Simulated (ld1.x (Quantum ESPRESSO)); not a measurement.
# Reading a pseudo-wave (titanium)

Columns: radius, all-electron u(r) and pseudo u(r) of the 3s shell (level -59.32 eV) of titanium in the configuration [Ne] 3s2 3p6 3d3 4s1 4p0; PBE, scalar-relativistic, TM semilocal scheme, ld1.x (Quantum ESPRESSO) 7.5.

```csv
r (bohr),all-electron,pseudo
0.078,0.1052,0.1057
0.155,-0.4282,0.2105
0.232,-0.5747,0.3165
0.310,-0.3909,0.4252
0.388,-0.0571,0.5353
0.465,0.2919,0.6444
0.542,0.5945,0.7512
0.620,0.8283,0.8529
0.698,0.9855,0.9415
0.775,1.0733,1.0090
0.852,1.1062,1.0498
0.930,1.0972,1.0599
1.008,1.0579,1.0389
1.085,0.9993,0.9920
1.162,0.9288,0.9271
1.240,0.8515,0.8513
1.318,0.7726,0.7726
1.395,0.6960,0.6960
1.472,0.6228,0.6228
1.550,0.5534,0.5534
1.628,0.4892,0.4892
1.705,0.4315,0.4315
1.782,0.3793,0.3793
1.860,0.3319,0.3319
1.938,0.2896,0.2896
2.015,0.2527,0.2527
```

(1) How many radial nodes do the two functions have?

(2) At about which radius was the pseudo-wave matched?

(3) Where does each function peak?

(4) Is the pseudo-wave norm-conserving?

Results:

(1) The all-electron 3s function has n − l − 1 = 2; the pseudo-wave has 0, since the states of the same l below it are removed with the core.

(2) 1.35 bohr. The columns agree to 0.0005 from 1.24 bohr on; several derivatives are matched, so the curves merge somewhat inside the radius.

(3) Outermost all-electron maximum near 0.85 bohr, pseudo maximum near 0.93 bohr (to the table’s step).

(4) Yes: the TM semilocal scheme keeps the norm inside the radius equal to the all-electron one, which fixes the energy derivative of the logarithmic derivative at the level.
